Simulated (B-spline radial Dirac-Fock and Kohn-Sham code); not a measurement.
Relativistic shifts of the levels of Bi⁶³⁺

System: bismuth as Bi⁶³⁺ in the configuration [Ar] 3d2.

Both columns are ΔSCF binding energies of the configuration average from an atomic code on a B-spline grid: non-relativistic Hartree-Fock with a point nucleus, and Dirac-Fock with a finite nucleus and the Coulomb interaction alone, averaged over the two j levels with weights 2j+1.

```tsv
shell	Hartree-Fock (eV)	Dirac-Fock (eV)	shift (eV)	shift (%)
1s	86313.0	95913.0	+9600.06	+11.12
2s	18486.8	21185.1	+2698.37	+14.60
2p	17997.5	18972.4	+974.82	+5.42
3s	7363.3	8168.2	+804.90	+10.93
3p	7149.0	7499.4	+350.40	+4.90
3d	6853.9	6898.7	+44.85	+0.65
```

Relativity binds 1s, 2s, 2p, 3s, 3p, 3d more strongly, among those listed most of all 2s in relative terms.

Values without a named source are computed, but for edge energies of neutral atoms, which are taken from tables.
